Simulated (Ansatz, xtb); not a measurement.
## A geometry optimisation of CH5AlSiZn with r2SCAN-D4/def2-SVP

The starting geometry of this gas-phase singlet was built from a drawn formula by distance geometry; its bonds are those of `[CH3][Al]1[SiH2][Zn]1`.

```xyz
9

C    -1.5321   -1.4634    0.8379
Al   -0.9565    0.3859    0.5975
Si    0.0953    2.3601    1.5088
Zn    0.8047    1.6269   -0.5992
H    -1.0956   -2.1485    0.0093
H    -1.2613   -1.7809    1.8165
H    -2.6488   -1.4404    0.6754
H     0.6544    2.2046    2.8552
H    -0.4319    3.7026    1.1774
```

Question: Predict what becomes of its bonds when it is optimised with r2SCAN-D4/def2-SVP.

Answer: It keeps its bonds, and is `[CH3][Al]1[SiH2][Zn]1`.

The energy falls by 0.73 eV over 23 steps:

| step | E − E(last) (eV) |
| --- | --- |
| 1 | 0.728 |
| 3 | 0.122 |
| 6 | 0.016 |
| 8 | 0.007 |
| 11 | 0.005 |
| 13 | 0.003 |
| 16 | 0.001 |
| 18 | 0.000 |
| 21 | 0.000 |
| 23 | 0.000 |

Final geometry (Å):

```xyz
9

C    -1.5482   -1.4085    0.8018
Al   -1.0707    0.4900    0.7317
Si    0.4769    2.0678    1.6622
Zn    0.1580    1.9103   -0.8387
H    -0.7345   -2.0223    0.3759
H    -1.7078   -1.7455    1.8406
H    -2.4626   -1.6357    0.2292
H     0.6798    2.5086    3.0989
H    -0.1626    3.2822    0.9771
```

From the same start GFN2-xTB ends elsewhere, differing in Al2–H9 (1.67 against 2.95 Å here), Si3–H9 (2.71 against 1.53 Å here).

No frequencies were run, so the end isn't proven a minimum. Run with Ansatz 0.2.0, 86 s on 2 threads of Intel(R) Xeon(R) Platinum 8259CL CPU @ 2.50GHz (Skylake/Cascade Lake), with other jobs on the host.
